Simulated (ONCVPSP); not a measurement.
## Potentials for Os (Z = 76) compared

Generated with ld1.x 7.5 (TM, RRKJ, ultrasoft, PAW), atompaw 4.2 or ONCVPSP 4.0.1. The cutoff is in Ry: for ld1.x and atompaw files where the sum of valence levels is converged to 10 mRy in a Bessel basis, for ONCV files where the hardest occupied wave has 1 mHa per electron of residual kinetic energy. The error is the largest all-electron minus pseudo excitation energy over each file’s own four to seven test configurations (ionisations up to +4, promotions, holes and added fractions of an electron), all of which were solved. The labels leave out finer settings (local radius, basis sizes, second energies), which also bear on the numbers. Spin-polarised tests are not counted. The rows are a selection from randomly drawn settings: files with unsolved tests, undetermined cutoffs or missed reference levels are left out.

A true bound ghost makes a file unfit for plane-wave use even where its test errors are small: the radial tests pick states by their node count and pass the ghost by.

| potential | cutoff (Ry) | largest error (meV) | bound ghosts |
| --- | --- | --- | --- |
| ONCV, BLYP, fully relativistic, rc 2.35/1.20/2.30 (spd), local smoothed, core correction no, reference 5p6 5d6 6s2, qcut 2.2/5.8/7.3, projectors 1/2/2 | 186 | -90 | s |
| ONCV, PBE, scalar-relativistic, rc 1.70/1.85/2.35 (spd), local smoothed, core correction yes, reference 5s2 5p6 5d6 6s1.5 6p0.5, qcut 8.7/6.8/8, projectors 2/2/2 | 49 | -13 | none |
| ONCV, revPBE, scalar-relativistic, rc 1.80/1.85/2.55/2.80 (spdf), local smoothed, core correction yes, reference 5s2 5p6 5d6 6s2, qcut 5.4/7.6/4.9/3.4, projectors 2/2/2/1 | 26 | -21 | none |
| ONCV, PBE, scalar-relativistic, rc 1.75/1.85/2.20 (spd), local smoothed, core correction yes, reference 5s2 5p6 5d6 6s2, qcut 8.8/7.8/8.7, projectors 3/3/3 | 52 | -81 | none |
| ONCV, PBE, scalar-relativistic, rc 1.60/1.80/1.85/0.85 (spdf), local smoothed, core correction yes, reference 4f13.5 5s2 5p6 5d6.5 6s2, qcut 7.6/8.9/9/23, projectors 2/2/2/2 | 413 | -94 | s |
| ONCV, PBE, fully relativistic, rc 1.85/1.60/2.50 (spd), local smoothed, core correction yes, reference 5s2 5p6 5d6 6s2, qcut 6.6/9.7/5.9, projectors 2/2/2 | 57 | +15 | none |
| ONCV, PBE, scalar-relativistic, rc 1.65/1.50/2.15 (spd), local smoothed, core correction yes, reference 5s2 5p6 5d6 6s1, qcut 7.1/7.3/7.2, projectors 2/3/3 | 45 | -8.4 | none |

Task: Fill in the row for Os: ONCV, PBEsol, scalar-relativistic, rc 2.40/2.50/2.35 (spd), local smoothed, core correction yes, reference 5d6 6s1 6p1, qcut 2.3/2.6/6.3, projectors 2/3/3.

Result: cutoff 28 Ry, largest error -32 meV, bound ghosts: p.
